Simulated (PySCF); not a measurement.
N⁺ (nitrogen, charge +1) across methods

[He] 2s2 2p2, high-spin 3P determinant. All numbers are calculated (PySCF 2.14, the non-relativistic Hamiltonian (point nucleus), in aug-cc-pVQZ (6s5p4d3f2g, 80 functions)).

| method | E (hartree) | mean ε 2s α (eV) | mean ε 2s β (eV) | mean ε 2p α (eV) | Σ⟨r²⟩ (bohr²) | ⟨S²⟩ |
| --- | --- | --- | --- | --- | --- | --- |
| wB97M-V | -54.0606 | -38.629 | -34.738 | -26.489 | 7.871 | 2.002 |
| PBE0 | -54.0052 | -36.368 | -31.823 | -24.242 | 7.802 | 2.003 |
| r2SCANh | -54.0393 | -35.650 | -30.885 | -23.605 | 7.767 | 2.004 |
| B3LYP | -54.0670 | -35.712 | -31.630 | -23.856 | 7.817 | 2.003 |
| PBE | -53.9929 | -33.543 | -30.069 | -22.023 | 7.852 | 2.002 |
| LDA | -53.5838 | -33.374 | -29.979 | -22.006 | 7.894 | 2.002 |
| r2SCAN | -54.0385 | -34.665 | -30.229 | -22.800 | 7.775 | 2.004 |
| UHF | -53.89323 | -44.162 | -35.537 | -30.378 | 7.755 | 2.007 |
| TPSS | -54.0758 | -34.174 | -30.255 | -22.328 | 7.800 | 2.003 |
